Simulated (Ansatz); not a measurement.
`O=C1O[Si]1(O)F` from Hartree–Fock to CCSD(T)

```xyz
7

O    -0.899   -2.447    0.514
C    -0.592   -1.329    0.341
O    -1.431   -0.230   -0.061
Si    0.116    0.310    0.129
O     0.892    0.844   -1.171
F     0.396    1.283    1.339
H     1.517    1.568   -1.092
```

The species carries charge 0 and has multiplicity 1. Geometry: relaxed with PBE0-D4/def2-TZVP. It is one conformer, not always the lowest. Frozen core, restricted reference, Ansatz 0.2.0. CBS rows extrapolate triple and quadruple zeta; past MP2 they add the triple-zeta difference.

```
     basis     HF (Eh)  MP2 corr.
  def2-SVP  -651.11356   -0.94641
def2-TZVPP  -651.69815   -1.20690
def2-QZVPP  -651.72454   -1.30697
```

(1) Estimate the CCSD correlation energy and the (T) correction in each basis where they were run (hartree).

Results:

(1) 
```tsv
basis	CCSD corr.	(T)
def2-SVP	-0.95453	-0.02780
def2-TZVPP	-1.20374	-0.04995
CBS(def2)	-1.37793	as TZ
```
